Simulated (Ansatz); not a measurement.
In₈N₈H₂₂⁺, a nanocrystal cut from wurtzite InN (hydrogen-capped). The state is a doublet with charge 1. Geometry PBE-D4/def2-SVP, that of the neutral singlet; atoms count from 1.

```xyz
38

In   -3.7567   -0.9351    1.5758
N    -2.1660   -2.4589    2.1101
N    -2.4717    0.2701    0.2022
In   -0.8115    1.2076    1.2841
In   -0.1472   -2.4379    1.1425
N     0.6047   -0.4421    1.6269
N     0.1961    2.4798   -0.1895
In    1.8219    3.6852    0.7561
In    2.5865   -0.1733    0.7416
N     3.1178    1.9185    1.3367
In   -2.0581   -0.8724   -1.5971
N    -0.5122   -2.2743   -0.9878
N    -0.8760    0.5505   -2.8607
In    0.9241    1.5980   -2.0350
In    1.3922   -2.0632   -2.1619
N     2.1244   -0.0900   -1.3745
H    -4.0262   -0.0275    3.0381
H    -4.8887   -1.8355    0.5979
H    -2.0164   -2.4158    3.1301
H    -2.5693   -3.3962    1.9580
H    -3.0806    1.0557   -0.0876
H    -1.2548    2.0063    2.7680
H     0.7813   -3.7916    1.7248
H     0.7646   -0.4541    2.6489
H    -0.5117    3.1837   -0.4646
H     1.2386    4.3363    2.2629
H     2.7227    4.4644   -0.5207
H     3.8411   -1.2571    1.2755
H     3.2229    1.9268    2.3630
H     4.0710    2.1040    0.9882
H    -3.3955   -1.5034   -2.5149
H    -0.8484   -3.2072   -1.2834
H    -1.5155    1.2506   -3.2666
H    -0.5392    0.0007   -3.6691
H     1.6069    2.6406   -3.2498
H     2.4944   -3.2928   -1.5915
H     0.8984   -1.7614   -3.8236
H     3.0362    0.0110   -1.8531
```

In the def2 sets In takes a core potential; there is no spin–orbit coupling. Single mean-field runs in def2-TZVP are fitted with def2-universal-jkfit.

(1) Estimate the Mulliken populations of the heavy atoms from the PBE0/def2-TZVP orbitals of Ansatz.

(2) Where does the spin sit?

(3) And the Mayer bond orders between bonded heavy atoms (over 0.3)?

## Answers

(1) 
```
atom  charge (e)  spin (α − β)
 In1        0.53          0.00
  N2       -0.86          0.03
  N3       -0.92          0.32
 In4        0.81         -0.03
 In5        0.84          0.00
  N6       -1.02          0.03
  N7       -0.92          0.32
 In8        0.53          0.00
 In9        0.84          0.00
 N10       -0.86          0.03
In11        0.86         -0.02
 N12       -1.01          0.02
 N13       -0.86          0.05
In14        0.86         -0.02
In15        0.51          0.00
 N16       -1.01          0.02
```
Mulliken values and Mayer orders depend strongly on the basis.

(2) Summed by element: In -0.07, N 0.82, H 0.25, of 1 unpaired in all. Largest on single atoms: N7 0.32, N3 0.32, H18 0.09.

(3) In1–N2 0.51 (2.27 Å); In1–N3 0.46 (2.23 Å); N2–In5 0.51 (2.24 Å); N3–In4 0.54 (2.19 Å); N3–In11 0.57 (2.17 Å); In4–N6 0.62 (2.20 Å); In4–N7 0.54 (2.19 Å); In5–N6 0.57 (2.19 Å); In5–N12 0.63 (2.17 Å); N6–In9 0.57 (2.19 Å); N7–In8 0.46 (2.23 Å); N7–In14 0.57 (2.17 Å); In8–N10 0.51 (2.27 Å); In9–N10 0.51 (2.24 Å); In9–N16 0.63 (2.17 Å); In11–N12 0.64 (2.17 Å); In11–N13 0.50 (2.24 Å); N12–In15 0.50 (2.25 Å); N13–In14 0.50 (2.24 Å); In14–N16 0.64 (2.17 Å); In15–N16 0.50 (2.25 Å).
